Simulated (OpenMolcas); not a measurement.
A ladder of methods for CH3AlF2O (SMILES C[O][Al]([F])[F])

The species is CH3AlF2O (8 atoms), meant as a singlet with charge 0. SMILES: `C[O][Al]([F])[F]`. The coordinates come from a PBE0-D4/def2-TZVP relaxation.

```tsv
atom	x (Å)	y (Å)	z (Å)
C	-0.2390	0.9007	0.8815
O	-0.4598	-0.3163	0.2226
Al	0.2276	-1.1563	-1.0353
F	-0.3926	-2.6027	-1.4745
F	1.5203	-0.5812	-1.8618
H	0.6096	1.4542	0.4652
H	-0.0428	0.7157	1.9416
H	-1.1311	1.5289	0.8048
```

Quantity: the HOMO–LUMO gap, in eV. The values are calculated.

```csv
level,kind,program,value (eV),CPU time
SVWN5/6-31G* (spherical functions),LDA,OpenMolcas,5.17,22 s
BLYP/6-31G* (spherical functions),GGA,OpenMolcas,5.15,30 s
PBE/6-31G* (spherical functions),GGA,OpenMolcas,5.25,30 s
revPBE/6-31G* (spherical functions),GGA,OpenMolcas,5.33,30 s
M06-L/6-31G* (spherical functions),meta-GGA,OpenMolcas,6.22,39 s
TPSS/6-31G* (spherical functions),meta-GGA,OpenMolcas,5.62,42 s
B3LYP/6-31G* (spherical functions),global hybrid,OpenMolcas,7.17,30 s
PBE0/6-31G* (spherical functions),global hybrid,OpenMolcas,7.80,28 s
```

The values span 5.15 to 7.80 eV. Orbital gaps aren't excitation energies; they tend to grow with the share of exact exchange. Times are those of the runs behind each value, whatever else they computed, on shared processors of several kinds: orders of magnitude only.
